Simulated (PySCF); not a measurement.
From one molecule to another.

First species: C6H8NP.
InChI=1S/C6H8NP/c1-5-3-6(2)8-4-7-5/h3-4H,1-2H3

Second species: C₃H₄Cl₂O.
SMILES with atom numbers: `[Cl:1][CH:2]([Cl:3])[C@H:4]1[CH2:5][O:6]1` (hydrogens: H7 on C2; H8 on C4; H9, H10 on C5)

Levels: PBE0/def2-SVPD for dipole moment, HOMO energy, LUMO energy, HOMO–LUMO gap, static isotropic polarisability and electronic spatial extent ⟨r²⟩ about the centre of nuclear charge; TDDFT PBE0/def2-SVPD for lowest singlet excitation; TDA PBE0/def2-SVPD for lowest triplet excitation (Tamm–Dancoff); GFN2-xTB for rotational constant A and rotational constant C. Geometries: GFN2-xTB. Each species is one conformer at its optimised geometry, gas phase, non-relativistic unless stated. Electronic properties by PySCF.

The conformers computed, where there is a choice (atom-mapped SMILES and torsion angles):
- `[Cl:1][CH:2]([Cl:3])[C@H:4]1[CH2:5][O:6]1`: Cl1–C2–C4–C5 92°

**Question.** Which of the two has the higher LUMO energy, and by how much?

**Answer.** The second: -0.30 eV against -1.54 eV, a difference of 1.24 eV.

**Question.** Which has the higher static isotropic polarisability?

**Answer.** The first: 102.7 au against 65.4 au, a difference of 37.3 au.

**Question.** Which of the two has the higher rotational constant C, and by how much?

**Answer.** The second: 1.352 GHz against 1.018 GHz, a difference of 0.334 GHz.

**Question.** Which has the higher dipole moment?

**Answer.** The first: 2.45 D against 1.42 D, a difference of 1.03 D.

**Question.** Which has the higher ⟨r²⟩?

**Answer.** The first: 1151 bohr² against 850 bohr², a difference of 301 bohr².

**Question.** Which of the two has the higher HOMO energy, and by how much?

**Answer.** The first: -6.94 eV against -8.43 eV, a difference of 1.49 eV.

**Question.** Which of the two has the higher S1 energy, and by how much?

**Answer.** The second: 6.78 eV against 3.87 eV, a difference of 2.91 eV.

**Question.** Which has the higher rotational constant A?

**Answer.** The second: 3.114 GHz against 2.841 GHz, a difference of 0.273 GHz.

On the first: The principal polarisabilities are 65.3, 112.4 and 130.4 au; their mean is the isotropic value. The dipole matches unit charges of opposite sign 0.51 Å apart (1 e·Å = 4.8032 D).

On the second: The vertical singlet–triplet gap S1 − T1 is 0.52 eV (TDDFT singlet less Tamm–Dancoff triplet; S1: HOMO→LUMO, weight 0.88; T1: HOMO→LUMO, weight 0.52).
